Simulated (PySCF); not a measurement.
An unknown is described by computed data only.

Formula: C5H12SSi.

| Item | Value |
| --- | --- |
| NMR, other nuclei | isotropic shieldings of nuclei other than C and H, by class: 397 (1 Si), 564 (1 S) ppm [GIAO PBE0/pcSseg-1] |
| UV, strongest line | among the 8 lowest singlet transitions: S4 at 6.53 eV (190 nm, f = 0.047) [TDDFT CAM-B3LYP/def2-SVPD] |
| 1H NMR | chemical shifts (computed TMS as zero) by class: 3.97 (2 H), 3.20 (1 H), 3.17 (2 H), 3.11 (2 H), 0.88 (2 H), 0.10 (3 H) ppm [GIAO PBE0/pcSseg-1] |
| Triplet | lowest triplet excitation (Tamm–Dancoff): 4.19 eV [TDA CAM-B3LYP/def2-SVPD] |
| Dipole | 2.45 D [CAM-B3LYP/def2-SVPD] |
| Rotational structure | rotational constants A, B, C: 5.768, 0.700, 0.660 GHz [GFN2-xTB] |
| Polarisability | 104.2 au [CAM-B3LYP/def2-SVPD] |
| UV, first state | lowest singlet excitation: 4.65 eV (267 nm, f = 0.000) [TDDFT CAM-B3LYP/def2-SVPD] |
| 13C NMR | chemical shifts (computed TMS as zero) by class: 39.3 (2 C), 38.2 (1 C), 26.5 (1 C), -7.2 (1 C) ppm [GIAO PBE0/pcSseg-1] |

Electronic properties: PySCF, gas phase, density fitting. Levels stand in brackets. Geometry: GFN2-xTB, one conformer, isolated molecule. NMR values are class means; diastereotopic atoms form classes of their own.

**Question.** Give a SMILES that accounts for the data.

**Answer.** Numbering: `[CH3:1][SiH2:2][CH2:3][CH:4]1[CH2:5][S:6][CH2:7]1`. Its formula, C5H12SSi, gives 1 degree of unsaturation: 1 ring and 0 π bonds in the structure found. 5 carbons fall into 4 classes; from least to most shielded: ring sp3 carbon bound to sulfur [C5/C7] (39.3 ppm, 2 C), four-membered-ring carbon [C4] (38.2 ppm), chain sp3 carbon bound to silicon [C3] (26.5 ppm), Si-methyl carbon [C1] (-7.2 ppm). Hydrogen classes from least to most shielded: 2 H on an SiH2 silicon, Si2 (3.97 ppm), 1 H on a four-membered-ring carbon, C4 (3.20 ppm), 2 H on 2 like atoms (sp3 carbon bound to sulfur), C5/C7 (3.17 ppm), 2 H on 2 like atoms (sp3 carbon bound to sulfur), C5/C7 (3.11 ppm), 2 H on an sp3 carbon bound to silicon, C3 (0.88 ppm), 3 H on an Si-methyl carbon, C1 (0.10 ppm). The other shieldings belong to: 397 ppm, SiH2 silicon [Si2]; 564 ppm, sulfide sulfur [S6]. The optimised geometry has point group C1 and is an asymmetric top. Structure: `C[SiH2]CC1CSC1`. Computed isomers that give other values at the same levels: `CS/C=C(/C)C[SiH3]` (13C chemical shifts (computed TMS as zero) by class: 135.3 (1 C), 128.0 (1 C), 26.6 (1 C), 21.5 (1 C), 18.4 (1 C) ppm); `C/C=C/C[SiH2]SC` (13C chemical shifts (computed TMS as zero) by class: 134.6 (1 C), 131.1 (1 C), 22.2 (1 C), 21.5 (1 C), 14.3 (1 C) ppm); `C[C@@H]1CS[Si@@H](C)C1` (13C chemical shifts (computed TMS as zero) by class: 45.9 (1 C), 41.6 (1 C), 25.7 (1 C), 24.1 (1 C), 0.2 (1 C) ppm). The assignments are read from this structure; whether some other isomer fits the data as well wasn't checked.

Shape of the structure used: `[CH3:1][SiH2:2][CH2:3][CH:4]1[CH2:5][S:6][CH2:7]1`: C1–Si2–C3–C4 -179°, Si2–C3–C4–C5 -67°.
